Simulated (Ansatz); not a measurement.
Frontier orbitals of CH₉AlSi₂, SMILES `[AlH2][CH2][SiH2][SiH3]`.

Cartesian coordinates in Å:
```
Al -1.360 1.033 -0.470
C -1.241 -0.619 0.613
Si 0.544 -0.762 1.117
Si 1.585 0.042 -0.823
H -2.077 1.012 -1.888
H -1.013 2.405 0.255
H -1.533 -1.481 0.006
H -1.895 -0.583 1.490
H 1.043 -2.118 1.484
H 0.877 0.173 2.226
H 1.771 -0.966 -1.900
H 0.505 0.965 -1.390
H 2.794 0.897 -0.719
```

Charge 0, multiplicity 1. All single points use the PBE0-D4/def2-TZVP geometry. It is one conformer, not always the lowest. Basis def2-TZVPP, the Gaussian-basis code of Ansatz.

Orbital energies of one run (eV). Highest occupied ones, from the top: -7.29, -7.73, -8.04, -9.07, -9.54, -9.76, -9.97, -11.34, -11.62, -13.62, -15.60, -18.92, -72.71, -72.71. Empty: -1.26, -0.69, -0.58, -0.08, 0.68, 0.98.

Task: Which functional gave them?
A. BLYP
B. HSE06 (plane-wave form)
C. BHLYP
D. LC-ωPBE

Result: B. HOMO energies: HSE06 -7.29, BLYP -6.39, BHLYP -8.78, LC-ωPBE -10.32 eV.

LC-ωPBE has ω = 0.4 bohr⁻¹.
